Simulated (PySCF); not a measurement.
C$_{2}$H$_{10}$GeO$_{2}$Si, singlet, geometry from GFN2-xTB; DF-PBE/6-311G** (PySCF).

The PySCF input:
```python
from pyscf import gto, scf, dft

mol = gto.Mole()
mol.atom = '''
    Si    0.08263234   -0.72427351   -0.45712341
    Ge   -0.19410445    1.53292944    0.09356958
    O     1.41220082   -1.37575073    0.17587436
    C     2.70424447   -0.92959604   -0.06630547
    O    -1.02711857   -1.64588949    0.25959883
    C    -2.39109038   -1.39342509    0.21506638
    H     0.04859612   -0.88907218   -1.91996036
    H    -0.83802420    1.82716145    1.41959492
    H    -1.05183994    2.31910172   -0.85771255
    H     1.05187748    2.37040718    0.15044777
    H     2.77122479    0.15895866    0.03336606
    H     3.02208358   -1.20417047   -1.07519691
    H     3.37020307   -1.39700452    0.65915103
    H    -2.60028560   -0.32727053    0.36414197
    H    -2.87433875   -1.96676780    1.00627300
    H    -2.80458970   -1.69400775   -0.75095454
'''
mol.basis = '6-311g**'
mol.verbose = 4
mol.max_memory = 1800
mol.build()

mf = dft.RKS(mol)
mf.xc = 'pbe'
mf = mf.density_fit(auxbasis='def2-universal-jkfit')
mf.kernel()
```

Question: Write the output that PySCF gives for this input, abridged.

Answer: 
```
PySCF version 2.14.0

[INPUT] verbose = 4
[INPUT] num. atoms = 16
[INPUT] num. electrons = 84
[INPUT] charge = 0
[INPUT] spin (= nelec alpha-beta = 2S) = 0
[INPUT] symmetry False subgroup None
[INPUT] Mole.unit = angstrom
[INPUT] Symbol           X                Y                Z      unit          X                Y                Z       unit  Magmom
[INPUT]  1 Si     0.082632340000  -0.724273510000  -0.457123410000 AA    0.156152491632  -1.368678573177  -0.863838050027 Bohr   0.0
[INPUT]  2 Ge    -0.194104450000   1.532929440000   0.093569580000 AA   -0.366804250059   2.896816809883   0.176820879791 Bohr   0.0
[INPUT]  3 O      1.412200820000  -1.375750730000   0.175874360000 AA    2.668672782686  -2.599792095370   0.332354372733 Bohr   0.0
[INPUT]  4 C      2.704244470000  -0.929596040000  -0.066305470000 AA    5.110281422170  -1.756681922080  -0.125299178861 Bohr   0.0
[INPUT]  5 O     -1.027118570000  -1.645889490000   0.259598830000 AA   -1.940972794755  -3.110280367400   0.490570690958 Bohr   0.0
[INPUT]  6 C     -2.391090380000  -1.393425090000   0.215066380000 AA   -4.518505957282  -2.633191795197   0.406416556802 Bohr   0.0
[INPUT]  7 H      0.048596120000  -0.889072180000  -1.919960360000 AA    0.091833357516  -1.680102925170  -3.628199250421 Bohr   0.0
[INPUT]  8 H     -0.838024200000   1.827161450000   1.419594920000 AA   -1.583636223758   3.452834725863   2.682645606624 Bohr   0.0
[INPUT]  9 H     -1.051839940000   2.319101720000  -0.857712550000 AA   -1.987689413479   4.382467105808  -1.620841813102 Bohr   0.0
[INPUT] 10 H      1.051877480000   2.370407180000   0.150447770000 AA    1.987760353798   4.479420373903   0.284305081352 Bohr   0.0
[INPUT] 11 H      2.771224790000   0.158958660000   0.033366060000 AA    5.236855882705   0.300388332528   0.063052715256 Bohr   0.0
[INPUT] 12 H      3.022083580000  -1.204170470000  -1.075196910000 AA    5.710910291745  -2.275552395589  -2.031827689879 Bohr   0.0
[INPUT] 13 H      3.370203070000  -1.397004520000   0.659151030000 AA    6.368760786468  -2.639955937579   1.245614921425 Bohr   0.0
[INPUT] 14 H     -2.600285600000  -0.327270530000   0.364141970000 AA   -4.913827629650  -0.618451670341   0.688128593760 Bohr   0.0
[INPUT] 15 H     -2.874338750000  -1.966767800000   1.006273000000 AA   -5.431713026725  -3.716652492613   1.901580376544 Bohr   0.0
[INPUT] 16 H     -2.804589700000  -1.694007750000  -0.750954540000 AA   -5.299906424776  -3.201210700391  -1.419098412599 Bohr   0.0

nuclear repulsion = 565.221433831454
number of shells = 102
number of NR pGTOs = 333
number of NR cGTOs = 202
basis = 6-311g**
ecp = {}

******** <class 'pyscf.df.df_jk.DFRKS'> ********
method = DFRKS
initial guess = minao
damping factor = 0
level_shift factor = 0
DIIS = <class 'pyscf.scf.diis.CDIIS'>
diis_start_cycle = 1
diis_space = 8
diis_damp = 0
SCF conv_tol = 1e-09
SCF conv_tol_grad = None
SCF max_cycles = 50
direct_scf = False
XC library pyscf.dft.libxc version 7.1.2
    S. Lehtola, C. Steigemann, M. J. T. Oliveira, and M. A. L. Marques,  SoftwareX 7, 1–5 (2018)
XC functionals = pbe
    J. P. Perdew, K. Burke, and M. Ernzerhof,  Phys. Rev. Lett. 77, 3865 (1996)
    J. P. Perdew, K. Burke, and M. Ernzerhof,  Phys. Rev. Lett. 78, 1396 (1997)
    J. P. Perdew, K. Burke, and M. Ernzerhof,  Phys. Rev. Lett. 77, 3865 (1996)
    J. P. Perdew, K. Burke, and M. Ernzerhof,  Phys. Rev. Lett. 78, 1396 (1997)
radial grids:
    Treutler-Ahlrichs [JCP 102, 346 (1995); DOI:10.1063/1.469408] (M4) radial grids

becke partition: Becke, JCP 88, 2547 (1988); DOI:10.1063/1.454033
pruning grids: <function nwchem_prune>
grids dens level: 3
symmetrized grids: False
atomic radii adjust function: <function treutler_atomic_radii_adjust>
small_rho_cutoff = 0
Set gradient conv threshold to 3.16228e-05
Initial guess from minao.
tot grids = 194304
init E= -2597.03815352647
  HOMO = -0.294652001082534  LUMO = -0.0709786627247373  gap/eV = 6.08646
cycle= 1 E= -2598.20475961673  delta_E= -1.17  |g|= 2.17  |ddm|= 3.05
  HOMO = -0.0557072927335716  LUMO = -0.0221483017121993  gap/eV = 0.91319
cycle= 2 E= -2596.64415080793  delta_E= 1.56  |g|= 3.28  |ddm|=  4.4
  HOMO = -0.228171905180088  LUMO = -0.0269525786924962  gap/eV = 5.47546
cycle= 3 E= -2598.27099595164  delta_E= -1.63  |g|= 1.07  |ddm|= 4.39
  HOMO = -0.225339116548405  LUMO = -0.0326577840508275  gap/eV = 5.24313
cycle= 4 E= -2598.48216151138  delta_E= -0.211  |g|= 0.357  |ddm|= 0.965
  HOMO = -0.238414505831922  LUMO = -0.0419176268594166  gap/eV = 5.34695
cycle= 5 E= -2598.49237422087  delta_E= -0.0102  |g|= 0.114  |ddm|= 0.216
  HOMO = -0.231442075314237  LUMO = -0.036255591959091  gap/eV = 5.31129
cycle= 6 E= -2598.49387808981  delta_E= -0.0015  |g|= 0.0195  |ddm|= 0.0944
  HOMO = -0.232557057172676  LUMO = -0.0371752371979908  gap/eV = 5.31661
cycle= 7 E= -2598.49396702088  delta_E= -8.89e-05  |g|= 0.00692  |ddm|= 0.0227
  HOMO = -0.232703760971897  LUMO = -0.037223006086559  gap/eV = 5.31930
cycle= 8 E= -2598.49397498864  delta_E= -7.97e-06  |g|= 0.00244  |ddm|= 0.00647
  HOMO = -0.232734213126899  LUMO = -0.0371921233153654  gap/eV = 5.32097
cycle= 9 E= -2598.49397619862  delta_E= -1.21e-06  |g|= 0.000581  |ddm|= 0.00246
  HOMO = -0.232737630498744  LUMO = -0.0371913412366291  gap/eV = 5.32109
cycle= 10 E= -2598.49397626901  delta_E= -7.04e-08  |g|= 0.00014  |ddm|= 0.000496
  HOMO = -0.232741919268895  LUMO = -0.0371932269082653  gap/eV = 5.32115
cycle= 11 E= -2598.49397627313  delta_E= -4.11e-09  |g|= 4.35e-05  |ddm|= 0.000177
  HOMO = -0.232739214195446  LUMO = -0.0371912741811715  gap/eV = 5.32113
cycle= 12 E= -2598.49397627358  delta_E= -4.55e-10  |g|= 7.36e-06  |ddm|= 4.67e-05
  HOMO = -0.232739969210137  LUMO = -0.037192304910092  gap/eV = 5.32112
Extra cycle  E= -2598.49397627356  delta_E= 2.18e-11  |g|= 1.1e-05  |ddm|= 2.03e-05
converged SCF energy = -2598.49397627356
```
